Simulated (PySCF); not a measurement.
Input for PySCF: R-B3LYP/3-21G on CH4BBr (SMILES CBBr), a point of a torsion scan.

```python
from pyscf import gto, scf, dft, mp
from pyscf.data.elements import chemcore

mol = gto.M(
    atom='''
    C    -0.73899674   -0.07537459   -0.04808166
    B     0.64655582    0.53165609    0.36570407
    Br    1.42356510    1.91530782   -0.61131417
    H    -1.18430359    0.37755558   -0.93208908
    H    -1.45709025    0.01322568    0.76893225
    H    -0.64961293   -1.14734760   -0.23244332
    H     1.23204853    0.13248596    1.30085398
    ''',
    basis='3-21g',
    charge=0, spin=0, verbose=3, max_memory=1800)
mf = dft.RKS(mol, xc='b3lyp')
mf.conv_tol = 1e-8
mf.max_cycle = 100
mf.kernel()
if not mf.converged:
    mf = mf.newton().run(mf.mo_coeff, mf.mo_occ)
```

Output:

```
converged SCF energy = -2626.83101887571
```

The run converged.

Cost: roughly 18 core-seconds.
